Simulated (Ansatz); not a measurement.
C6H15In (SMILES C[CH2][In]([CH2]C)[CH2]C), singlet, at a GFN2-xTB geometry (such geometries of metal compounds can be far from the true shape) (all electrons, no relativity). Base run: BLYP/STO-3G in Ansatz (a first-principles code).

The Ansatz input:
Ansatz 0.2 input:
```yaml
crystal:
  periodic: [false, false, false]
  atoms:
    - {symbol: In, position_ang: [0.07649762, -0.22200321, 0.00693532]}
    - {symbol: C, position_ang: [2.02672712, 0.15771225, -1.13545282]}
    - {symbol: C, position_ang: [2.36142183, 1.63252338, -1.31068090]}
    - {symbol: H, position_ang: [1.94066758, -0.33083748, -2.11056739]}
    - {symbol: H, position_ang: [2.82357011, -0.35209405, -0.58529438]}
    - {symbol: H, position_ang: [2.45995188, 2.12575404, -0.34227827]}
    - {symbol: H, position_ang: [1.58050189, 2.14303965, -1.87522276]}
    - {symbol: H, position_ang: [3.30396277, 1.75910326, -1.84981189]}
    - {symbol: C, position_ang: [-0.38833693, -2.35436143, 0.69839517]}
    - {symbol: C, position_ang: [-1.78872250, -2.44716336, 1.28982773]}
    - {symbol: H, position_ang: [0.35867416, -2.65031795, 1.44040329]}
    - {symbol: H, position_ang: [-0.28641149, -3.03119926, -0.15454106]}
    - {symbol: H, position_ang: [-2.54125842, -2.18219544, 0.54491415]}
    - {symbol: H, position_ang: [-1.89692529, -1.76512216, 2.13538012]}
    - {symbol: H, position_ang: [-2.00419206, -3.45898083, 1.64236480]}
    - {symbol: C, position_ang: [-1.45686153, 1.39454694, 0.51776553]}
    - {symbol: C, position_ang: [-1.14581916, 2.75242261, -0.09509029]}
    - {symbol: H, position_ang: [-1.50381275, 1.47106885, 1.60794101]}
    - {symbol: H, position_ang: [-2.43115501, 1.03525521, 0.17402415]}
    - {symbol: H, position_ang: [-1.10938311, 2.68711054, -1.18368891]}
    - {symbol: H, position_ang: [-0.18333376, 3.12590196, 0.25648098]}
    - {symbol: H, position_ang: [-1.90969286, 3.48758859, 0.17147927]}
basis:
  gaussian:
    orbitals: STO-3G
hamiltonian:
  xc: blyp
```

Variants of this job, named by their change:

```csv
change,basis functions,E (Eh)
base,72,-5919.36177
basis = 3-21G,117,-5953.79661
basis = def2-SV(P),140,-427.32938
basis = def2-SVP,185,-427.36502
basis = def2-SVPD,272,-427.38943
basis = def2-TZVP,326,-427.65693
```

Totals compare only among sets that treat the same electrons; sets with core potentials leave the core out.
